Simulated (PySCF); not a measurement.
Species: H8NOPSi2.
Geometry (PBE0-D3(BJ)/def2-SVP, Å), atoms numbered from 1 in this order:
```
atom  x, y, z in Å
N1     0.1080    1.3303   -1.3343
Si2    0.2725    0.4081    0.1128
O3     0.4334    1.2716    1.5411
Si4   -1.6597   -0.8634    0.4234
P5     2.1715   -0.7797   -0.2317
H6    -0.7304    1.8662   -1.5282
H7     0.9139    1.7079   -1.8206
H8     1.2079    1.8398    1.6105
H9    -2.8786    0.0050    0.4934
H10   -1.5681   -1.6640    1.6830
H11   -1.8251   -1.8070   -0.7264
H12    1.9878   -1.6223    0.9061
H13    1.5616   -1.6905   -1.1469
```

Level of theory: core-valence-separated Tamm–Dancoff BHandHLYP/aug-pcX-1 (pcseg-1 on H, def2-SVPD on Si, def2-SVPD on P) in PySCF, non-relativistic, gas phase, PBE0-D3(BJ)/def2-SVP geometry. The energies are unshifted.

Task: List the nitrogen K-edge absorption lines.

Result: 
```csv
E (eV),f,core hole on,main final orbital
398.98,0.0070,N1,LUMO (69 %)
400.00,0.0249,N1,LUMO+1 (33 %)
400.09,0.0249,N1,LUMO+1 (31 %)
400.73,0.0092,N1,LUMO+2 (49 %)
401.24,0.0099,N1,LUMO+3 (46 %)
401.36,0.0122,N1,spread
401.52,0.0045,N1,spread
```

The first line with a tenth or more of the strongest one's intensity is at 398.98 eV (f = 0.007), with the hole on N1 (silicon-bound nitrogen). The strongest listed is at 400.00 eV (f = 0.025; N1).

Task: Give energies, oscillator strengths and core holes at the O K edge.

Result: 
| E (eV) | f | core hole on | main final orbital |
| --- | --- | --- | --- |
| 531.77 | 0.0178 | O3 | LUMO (43 %) |
| 533.34 | 0.0128 | O3 | LUMO+2 (32 %) |
| 533.76 | 0.0230 | O3 | spread |
| 534.23 | 0.0163 | O3 | spread |
| 534.42 | 0.0036 | O3 | LUMO+2 (40 %) |
| 534.56 | 0.0050 | O3 | LUMO+3 (46 %) |
| 535.07 | 0.0014 | O3 | LUMO+4 (31 %) |

The first line with a tenth or more of the strongest one's intensity is at 531.77 eV (f = 0.018), with the hole on O3 (silanol oxygen). The strongest listed is at 533.76 eV (f = 0.023; O3).

Roots within 0.03 eV whose holes lie on the same, on equivalent or on shared atoms are summed into one line, and the highest roots are left out, as the search may have cut off their partners. Final orbitals are the ground state's empty Kohn–Sham orbitals.

Task: What is the summed oscillator strength of the listed N K lines, and their intensity-weighted mean energy?

Result: Σf = 0.093 over 7 lines from 398.98 to 401.52 eV; the weighted mean is 400.40 eV. The strongest line holds 27 % of the sum.

Only the lowest roots of each edge were sought.

Time: 11 s. Hardware: one thread of an Arm Neoverse V1 (shared host).

One conformer stands for the species.
